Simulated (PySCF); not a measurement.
# What a mistake does to a calculation on BCGeH5

These are calculations, not measurements. They come from PySCF 2.14.0, an open-source quantum chemistry program, on an isolated molecule that a program drew, which may never have been made. The molecule is BCGeH5 (charge 0, singlet), drawn as the SMILES string `B=[CH][GeH3]`.

Each row is a Hartree-Fock (HF) and frozen-core CCSD(T) single point in the cc-pVDZ basis, meant for a local HF minimum. Run 1 is clean. Each other run has one planted mistake out of seven kinds, and not every kind appears here: one electron removed, one electron added, multiplicity raised by two, geometry at a saddle point, minimal basis STO-3G, one bond length entered in bohr, all coordinates scaled. The reference is restricted for singlets and unrestricted otherwise, and also for a bond in bohr. Adding or removing an electron swaps singlet and doublet. Electrons count all cores. HOMO and LUMO are orbital energies over both spins, the gradient is its largest component, and the lowest frequency (negative if imaginary) is given only where the gradient is small. Bond lengths are over the 7 bonds as drawn. T1 is the CCSD diagnostic: over 0.02 (restricted) or 0.045 (unrestricted) a single reference is doubtful. Germanium has the cc-pVDZ-PP basis, with a core potential (ECP10MDF) in place of its 10 inner electrons, and its 3s, 3p and 3d shells are frozen in CCSD(T).

Geometry of the clean run:
```xyz
8
BCGeH5, angstrom
B    -2.2235    0.3565   -0.4052
C    -1.2965   -0.6334   -0.6360
Ge    0.3941   -0.5727    0.3215
H    -2.9778    1.2275   -0.1686
H    -1.4443   -1.4577   -1.3252
H     0.5789   -1.8342    1.1746
H     1.5693   -0.4778   -0.6601
H     0.4201    0.6542    1.2426
```

```
run  electrons  basis functions  <S^2>  HOMO (eV)  LUMO (eV)  gradient (hartree/bohr)  lowest frequency (cm^-1)  mean bond (Å)  longest bond (Å)      T1  HF (hartree)  CCSD(T) (hartree)                     mistake
  1         48               76  0.000      -9.09       2.24                  2.5e-05                       160         1.4547             1.944  0.0138    -358.77189         -359.13822                    no fault
  2         48               76  2.018      -6.42       0.34                  9.2e-02                         -         1.4547             1.944  0.0153    -358.68727         -359.02141  multiplicity raised by two
  3         49               76  0.792       0.21       8.85                  4.7e-02                         -         1.4547             1.944  0.0185    -358.72565         -359.10705          one electron added
  4         48               76  0.872      -8.09       1.26                  6.5e-03                         -         1.6497             2.899  0.0440    -358.67141         -359.02465                           ?
  5         47               76  0.757     -17.10      -6.50                  4.9e-02                         -         1.4547             1.944  0.0211    -358.48987         -358.81032                           ?
```

**Which mistake was planted in run 4, and what did it cost?**

The mean bond changes by a factor of 1.134 and the longest by 1.491, so the molecule wasn't scaled as a whole. A length L in bohr read as angstrom grows by (1/0.5292 - 1) L = 0.890 L. The 7 bonds together grew by 7 x 0.1950 = 1.365 Å, which gives L = 1.534 Å. That is the length of one of the Ge-H bonds, 1.534 Å in the clean geometry. So the mistake is: one bond length entered in bohr. Subtracting run 1 and multiplying by 627.51 kcal/mol a hartree, the energy moved by 63.1 kcal/mol in HF and 71.3 kcal/mol in CCSD(T).

**Which mistake was planted in run 5, and what did it cost?**

It counts 47 electrons, one fewer than the clean run, at the same geometry and basis. So the mistake is: one electron removed. Subtracting run 1 and multiplying by 627.51 kcal/mol a hartree, the energy moved by 177.0 kcal/mol in HF and 205.8 kcal/mol in CCSD(T).

Cautions from the logs. Run 3: the HOMO is above zero, so the electron isn't bound and the energy depends on the basis.
